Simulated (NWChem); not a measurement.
System: GeN₂H₆O; SMILES [NH2][GeH]([NH2])[OH]

Output (shortened):

```
             Northwest Computational Chemistry Package (NWChem) 7.3.0
             --------------------------------------------------------

 C1  symmetry detected

                             Geometry "geometry" -> ""
                             -------------------------

 Output coordinates in angstroms (scale by  1.889725989 to convert to a.u.)

  No.       Tag          Charge          X              Y              Z
 ---- ---------------- ---------- -------------- -------------- --------------
    1 Ge                  32.0000    -0.04204807     0.00900488     0.26024498
    2 N                    7.0000    -0.45264901     1.65782406    -0.38513977
    3 N                    7.0000     1.63811308    -0.32707172    -0.32880835
    4 O                    8.0000    -0.93296383    -1.37618070    -0.42971984
    5 H                    1.0000    -0.33551560     0.05729701     1.77863826
    6 H                    1.0000    -1.30953780     2.08527824    -0.04858486
    7 H                    1.0000    -0.38738012     1.75731100    -1.39425422
    8 H                    1.0000     2.35649221     0.32318288    -0.02799683
    9 H                    1.0000     1.95718586    -1.28412576    -0.21789035
   10 H                    1.0000    -1.77024411    -1.53292043     0.01764410

 Effective nuclear repulsion energy (a.u.)     319.0635484462

                                 NWChem DFT Module
                                 -----------------

 Summary of "ao basis" -> "ao basis" (spherical)
 ------------------------------------------------------------------------------
       Tag                 Description            Shells   Functions and Types
 ---------------- ------------------------------  ------  ---------------------
 Ge                         def2-svp                12       32   5s4p3d
 N                          def2-svp                 6       14   3s2p1d
 O                          def2-svp                 6       14   3s2p1d
 H                          def2-svp                 3        5   2s1p

            General Information
            -------------------
          SCF calculation type: DFT
          Wavefunction type:  closed shell.
          No. of atoms     :    10
          No. of electrons :    60
           Alpha electrons :    30
            Beta electrons :    30
          Charge           :     0
          Spin multiplicity:     1
          Use of symmetry is: off; symmetry adaption is: off
          Maximum number of iterations: 150
          AO basis - number of functions:   104
                     number of shells:    48
          Convergence on energy requested:  1.00D-06
          Convergence on density requested:  1.00D-05
          Convergence on gradient requested:  5.00D-04

              XC Information
              --------------
                        M06-L Method XC Functional
                         M06-L Exchange Functional  1.000
                       M06-L Correlation Potential  1.000

             Grid Information
             ----------------
          Grid used for XC integration:  fine
          Radial quadrature: Mura-Knowles
          Angular quadrature: Lebedev.
          Tag              B.-S. Rad. Rad. Pts. Rad. Cut. Ang. Pts.
          ---              ---------- --------- --------- ---------
          Ge                  1.25      140           9.0       974
          N                   0.65       70          11.0       590
          O                   0.60       70          10.0       590
          H                   0.35       60          12.0       590
          Grid pruning is: on
          Number of quadrature shells:   710
          Spatial weights used:  Erf1

      Superposition of Atomic Density Guess
      -------------------------------------

 Sum of atomic energies:       -2261.21868146

      Non-variational initial energy
      ------------------------------

 Total energy =   -2262.807666
 1-e energy   =   -3783.470508
 2-e energy   =    1201.599294
 HOMO         =      -0.339955
 LUMO         =       0.050178

     ---------------------------------------------
      Total Density - Mulliken Population Analysis
     ---------------------------------------------

    Atom       Charge   Shell Charges
 -----------   ------   -------------------------------------------------------
    1 Ge  32    30.75   2.00  2.00  2.00  0.93  0.14  6.00  5.98  0.93  0.55  8.15  1.82  0.26
    2 N    7     7.80   1.99  1.04  0.47  2.56  1.73  0.01
    3 N    7     7.80   1.99  1.04  0.47  2.57  1.73  0.01
    4 O    8     8.86   1.99  1.11  0.67  3.09  2.00  0.00
    5 H    1     1.10   0.67  0.42  0.01
    6 H    1     0.76   0.59  0.12  0.04
    7 H    1     0.76   0.60  0.12  0.04
    8 H    1     0.76   0.59  0.12  0.05
    9 H    1     0.76   0.59  0.12  0.05
   10 H    1     0.66   0.53  0.07  0.06

   convergence    iter        energy       DeltaE   RMS-Dens  Diis-err
 ---------------- ----- ----------------- --------- --------- ---------
 d= 0,ls=0.0,diis     1  -2264.8083845364 -2.58D+03  1.62D-02  8.38D-01
 d= 0,ls=0.0,diis     2  -2264.6803568894  1.28D-01  1.09D-02  2.08D+00
 d= 0,ls=0.0,diis     3  -2264.9024582837 -2.22D-01  1.79D-03  5.02D-02
 d= 0,ls=0.0,diis     4  -2264.9052863954 -2.83D-03  9.20D-04  1.77D-02
 d= 0,ls=0.0,diis     5  -2264.9044984306  7.88D-04  5.02D-04  1.55D-03
  Resetting Diis
 d= 0,ls=0.0,diis     6  -2264.9047624405 -2.64D-04  4.45D-04  1.45D-04
 d= 0,ls=0.0,diis     7  -2264.9048027280 -4.03D-05  1.02D-04  5.56D-05
 d= 0,ls=0.0,diis     8  -2264.9047976886  5.04D-06  6.06D-05  1.14D-04
 d= 0,ls=0.0,diis     9  -2264.9048064382 -8.75D-06  1.08D-05  3.53D-06
 d= 0,ls=0.0,diis    10  -2264.9048067370 -2.99D-07  1.82D-06  6.82D-08

         Total DFT energy =    -2264.904806736981
      One electron energy =    -3787.604932273809
           Coulomb energy =     1307.443101025501
    Exchange-Corr. energy =     -103.806523934875
 Nuclear repulsion energy =      319.063548446202

 Numeric. integr. density =       60.000000161943

                       DFT Final Molecular Orbital Analysis
                       ------------------------------------

 Vector   28  Occ=2.000000D+00  E=-2.547821D-01
              MO Center= -8.1D-01, -8.9D-01, -2.4D-01, r^2= 2.1D+00
   Bfn.  Coefficient  Atom+Function         Bfn.  Coefficient  Atom+Function
  ----- ------------  ---------------      ----- ------------  ---------------
    66      0.468127   4 O  pz               69      0.358096   4 O  pz
    64      0.240065   4 O  px               67      0.189210   4 O  px
    65     -0.179027   4 O  py               76     -0.169297   5 H  s
    75     -0.159625   5 H  s                35      0.155446   2 N  s
    68     -0.136652   4 O  py               36     -0.129203   2 N  px

 Vector   29  Occ=2.000000D+00  E=-2.212869D-01
              MO Center=  2.5D-01,  4.3D-01, -3.1D-01, r^2= 3.5D+00
   Bfn.  Coefficient  Atom+Function         Bfn.  Coefficient  Atom+Function
  ----- ------------  ---------------      ----- ------------  ---------------
    52      0.331234   3 N  pz               55     -0.277530   3 N  pz
    36      0.265452   2 N  px               65     -0.248012   4 O  py
    37      0.234121   2 N  py               39     -0.217214   2 N  px
    40     -0.206607   2 N  py               68     -0.203405   4 O  py
    76      0.134776   5 H  s                38      0.124552   2 N  pz

 Vector   30  Occ=2.000000D+00  E=-2.145436D-01
              MO Center=  6.8D-01,  4.6D-01, -2.9D-01, r^2= 3.1D+00
   Bfn.  Coefficient  Atom+Function         Bfn.  Coefficient  Atom+Function
  ----- ------------  ---------------      ----- ------------  ---------------
    52      0.416299   3 N  pz               55     -0.357254   3 N  pz
    37     -0.264929   2 N  py               40      0.237422   2 N  py
    36     -0.227041   2 N  px               39      0.194508   2 N  px
    76      0.162754   5 H  s                75      0.115619   5 H  s
    65      0.102466   4 O  py               38     -0.095316   2 N  pz

 Vector   31  Occ=0.000000D+00  E= 3.969609D-02
              MO Center= -4.1D-01, -1.6D-01,  1.1D-02, r^2= 5.9D+00
   Bfn.  Coefficient  Atom+Function         Bfn.  Coefficient  Atom+Function
  ----- ------------  ---------------      ----- ------------  ---------------
     5      0.635483   1 Ge s                49     -0.630946   3 N  s
    35     -0.620107   2 N  s                63     -0.553003   4 O  s
    76     -0.526697   5 H  s               101      0.505619  10 H  s
     4      0.495421   1 Ge s                91      0.372403   8 H  s
    81      0.356421   6 H  s                96      0.309412   9 H  s

[...]

                         DFT ENERGY GRADIENTS

    atom               coordinates                        gradient
                 x          y          z           x          y          z
   1 Ge     -0.079459   0.017017   0.491792    0.000418  -0.001379  -0.005406
   2 N      -0.855383   3.132833  -0.727809   -0.000761  -0.003617   0.000466
   3 N       3.095585  -0.618076  -0.621358   -0.001826   0.000321   0.002374
   4 O      -1.763046  -2.600604  -0.812053    0.002691   0.005047   0.002079
   5 H      -0.634033   0.108276   3.361139    0.000039  -0.000279  -0.000359
   6 H      -2.474668   3.940604  -0.091812   -0.000163  -0.000017   0.001548
   7 H      -0.732042   3.320836  -2.634758    0.001222  -0.000552  -0.000557
   8 H       4.453125   0.610727  -0.052906   -0.000315   0.001323  -0.000131
   9 H       3.698545  -2.426646  -0.411753   -0.000844  -0.000893  -0.000426
  10 H      -3.345276  -2.896800   0.033343   -0.000460   0.000046   0.000413
```

Level: M06-L/def2-SVP. All runs use the structure optimised with PBE0/def2-SVP.

### Question
Write an input that gives this output.

### Answer
This is not unique; one that fits is the input that was run:
```
start job
memory heap 200 mb stack 900 mb global 1100 mb
geometry units angstroms noautoz
  Ge    -0.057490     0.010571     0.219645
  N     -0.219811     1.712766    -0.396718
  N      1.568459    -0.548722    -0.351629
  O     -1.122814    -1.221355    -0.512451
  H     -0.367775     0.071288     1.734244
  H     -1.013534     2.250758    -0.063832
  H     -0.123468     1.821011    -1.402437
  H      2.366063    -0.012452    -0.026622
  H      1.747220    -1.543215    -0.256283
  H     -1.981550    -1.266436    -0.080849
end
basis spherical
  * library def2-svp
end
dft
  xc m06-l
  grid fine
  iterations 150
  mulliken
end
task dft gradient
```
